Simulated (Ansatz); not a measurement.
One change: `[MgH][Br]` becomes `[ZnH][Br]`.

Ansatz, PBE0-D4/def2-TZVP geometries, multiplicity 1. 

Scalar relativity is left out up to krypton.

```
                                      property  `[MgH][Br]`
           HOMO–LUMO gap (PBE/def2-TZVPP) / eV         5.20
            HOMO energy (PBE0/def2-TZVPP) / eV        -8.18
size of the dipole moment (PBE/def2-TZVPP) / D         1.41
            LUMO energy (PBE0/def2-TZVPP) / eV        -1.02
             LUMO energy (PBE/def2-TZVPP) / eV        -1.74
          HOMO–LUMO gap (PBE0/def2-TZVPP) / eV         7.16
```

(1) Give the same properties after the change, and the shifts. (Estimate.)

## Answers

(1) Ansatz gave: 
| property | `[ZnH][Br]` | shift |
| --- | --- | --- |
| HOMO–LUMO gap (PBE/def2-TZVPP) / eV | 5.69 | 0.49 |
| HOMO energy (PBE0/def2-TZVPP) / eV | -8.36 | -0.18 |
| size of the dipole moment (PBE/def2-TZVPP) / D | 1.45 | 0.04 |
| LUMO energy (PBE0/def2-TZVPP) / eV | -0.68 | 0.34 |
| LUMO energy (PBE/def2-TZVPP) / eV | -1.43 | 0.31 |
| HOMO–LUMO gap (PBE0/def2-TZVPP) / eV | 7.68 | 0.52 |

With PBE0 the HOMO falls by 0.18 eV and the LUMO rises by 0.34 eV, so the gap widens by about 0.52 eV. PBE moves the HOMO by -0.19 eV and ωB97M-V by -0.18 eV. Dipoles are sizes alone; their direction can turn.

Spin–orbit coupling is left out; it splits and shifts lone-pair levels of the heavy atoms by tenths of an eV.
